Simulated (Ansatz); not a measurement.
Isolated molecules relaxed with PBE0-D4/def2-TZVP in Ansatz; ΔE leaves out vibrations. CCSD(T)/CBS adds triple-zeta CCSD(T) − MP2 to the extrapolated MP2 energy (def2 sets, frozen cores). This one scheme is used for every species, atoms too. Functionals use def2-TZVPP. No spin–orbit coupling; open shells (•) take unrestricted orbitals. Spin–orbit coupling would lower the free atoms: a little for B, C, F, S. Each species was taken in one conformer, which may not be the lowest.

`CN(C)B(F)S` → B• + 2 C• + F• + 7 H• + N• + S•  (atomization)

`CN(C)B(F)S`:

Z-matrix (Å, degrees):
```
C
N 1 1.441
H 1 1.090 2 110.9
H 1 1.096 2 110.9 3 -120.1
H 1 1.096 2 110.8 3 120.0
C 2 1.445 1 114.0 3 -179.6
B 2 1.395 1 123.8 3 0.6
H 6 1.088 2 110.3 1 -180.0
H 6 1.096 2 110.8 1 -59.7
H 6 1.096 2 110.7 1 59.8
F 7 1.342 2 119.7 1 180.0
S 7 1.830 2 122.1 1 -0.0
H 12 1.341 7 94.2 2 -179.8
```

CCSD(T)/CBS gives +52.77 eV.

(1) Another level gave +53.01 eV. Which?
A. r2SCAN/def2-TZVPP
B. PBE0/def2-TZVPP
C. HF/def2-TZVPP
D. ωB97M-V/def2-TZVPP

Largest T1 diagnostic among the species: 0.014.

Results:

(1) A. r2SCAN 53.01, ωB97M-V 53.17, HF/def2-TZVPP 38.88, PBE0 52.96 eV.

The D4 term adds +0.46 eV with B3LYP and +0.24 eV with PBE0; it sums over pairs of atoms, weighted by their polarisabilities, and B3LYP, whose exchange is more repulsive, gets the larger term. From PBE to PBE0 (25 % exact exchange), in def2-TZVPP and without D4, ΔE moves by −0.91 eV: exact exchange takes away binding that semilocal exchange gives to molecules. In def2-TZVPP, CCSD(T) changes the Hartree–Fock value by +12.58 eV (the triples alone add +0.78 eV) and MP2 by +13.55 eV; breaking electron pairs costs correlation energy, which Hartree–Fock lacks.

B3LYP here is the variant with VWN-RPA as its local correlation; programs differ in this.

For atomizations the MP2-based limit and the directly extrapolated one differ by several kJ/mol either way, and by 10 to 25 for some Ge, Se and Sn compounds, so smaller differences from it don't rank the levels.
